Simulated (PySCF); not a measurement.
# A survey of 19F NMR shifts

[PySCF: shielding tensors at PBE0/pcSseg-1 (GIAO); PBE0-D3(BJ)/def2-SVP geometry; one computed conformer; relativity neglected; averaged over atoms made equivalent by symmetry, fast rotation or ring inversion; gas phase]

Shieldings were converted by a linear fit to measured shifts: 19F: δ = 160.80 − 0.941σ +14.7 on sp3 carbon (rms 6.9 ppm, 213 shifts, 7.8 ppm with the 5 outliers that the fit left out vs CFCl3, solution or neat liquid). Occasional misses reach two or three times the rms, and more in compound classes unlike the fitted ones.

Task: Give the 19F shifts of `CC(C)[SiH2]CF`, `FC1=CCC=C1`.

Result: 
| compound | environment | δ (ppm) |
| --- | --- | --- |
| CC(C)[SiH2]CF | fluorine on an sp3 carbon | -267.8 |
| FC1=CCC=C1 | vinylic fluorine | -121.1 |

Task: Match the shifts -120.9, -159.4, -214.3, -274.4 ppm to `C[Si](C)(C)CF`, `C#C[C@@H]1C[C@@H]1F`, `CC(F)=C1C=C1`, `F[CH](F)[GeH3]`.

Result: -120.9: F[CH](F)[GeH3] (fluorine of a CF2 group); -159.4: CC(F)=C1C=C1 (vinylic fluorine); -214.3: C#C[C@@H]1C[C@@H]1F (fluorine on an sp3 carbon); -274.4: C[Si](C)(C)CF (fluorine on an sp3 carbon).

Relativistic effects, spin–orbit coupling among them, are left out; they matter for the fourth-row atoms present and their neighbours.
